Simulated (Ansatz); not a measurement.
C₂H₈AlBSi, relaxed with RKS PBE-D4/def2-SVP in Ansatz 0.2.0 from a rough embedded geometry. The force threshold is 0.03 eV/Å; the program also tests the step.

The species carries charge 0 and has multiplicity 1.

Start:

```xyz
13

Si   -0.538   -0.379   -1.778
C     0.534   -0.308   -0.305
B     0.603    1.204    0.196
C    -0.012    0.778    1.662
Al   -0.306   -1.130    1.275
H    -0.737   -1.858   -2.173
H    -1.871    0.151   -1.473
H     0.052    0.296   -2.882
H     1.579   -0.748   -0.535
H     1.049    2.222   -0.256
H    -1.016    1.290    1.713
H     0.648    0.960    2.466
H     0.015   -2.478    2.090
```

**Question.** How much energy does the relaxation release, and in how many steps? (Estimate.)

**Answer.** Computed: 54.64 kcal/mol, in 25 steps, 3 of them rejected.

**Question.** Which bonds change most? (An estimate is asked.)

**Answer.** Ansatz gave: Si1–Al5 from 3.153 to 2.600 Å; Si1–H7 from 1.467 to 1.593 Å; C2–Al5 from 1.970 to 2.079 Å.

**Question.** Give the relaxed structure. (An estimate is asked.)

**Answer.** The calculation gave: 
```xyz
13

Si   -0.570   -0.502   -1.567
C     0.987   -0.226   -0.606
B     1.093    0.899    0.458
C    -0.216    1.153    1.285
Al   -0.205   -0.830    0.987
H    -0.583   -1.708   -2.457
H    -1.582   -0.903   -0.404
H    -1.310    0.653   -2.181
H     1.896   -0.657   -1.061
H     2.192    1.229    0.881
H    -1.134    1.467    0.740
H    -0.155    1.674    2.255
H    -0.413   -2.248    1.670
```
